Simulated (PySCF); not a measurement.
## Dipole response of V⁻ (vanadium, charge -1)

[Ar] 3d4 4s2, high-spin 5D determinant. Computed with PySCF 2.14 in x2c-TZVPPall with one added diffuse shell each of s, p, d, f type (7s6p5d3f1g, 80 functions), with the spin-free X2C one-electron Hamiltonian (Gaussian nucleus). Coupled (time-dependent) response in atomic units; α is the mean over directions.

```
 method  mean α (bohr³)      α xx, yy, zz  C₆ (like pair)      S(−4)
LC-wPBE            5837  8237, 8237, 1036          138900  259600000
```

S(−4) is the Cauchy moment in α(ω) = α(0) + S(−4) ω² + …

α(iu) at LC-wPBE:

| u (hartree) | α(iu) (bohr³) |
| --- | --- |
| 0 | 5837 |
| 0.0500 | 291.7 |
| 0.100 | 143.9 |
| 0.200 | 55.00 |
| 0.300 | 29.87 |
| 0.500 | 13.88 |
| 0.750 | 7.649 |
| 1.00 | 5.068 |
| 1.50 | 2.851 |
| 2.00 | 1.874 |
| 3.00 | 1.001 |
| 5.00 | 0.4274 |

For an ion, C₆ is the dispersion term alone; charge-induced terms of lower order in 1/R come first.

The components differ because the open shell of this determinant is not spherical; for a pure term their mean is the scalar polarisability.

⟨S²⟩ = 6.10 against 6.00 shows spin contamination.
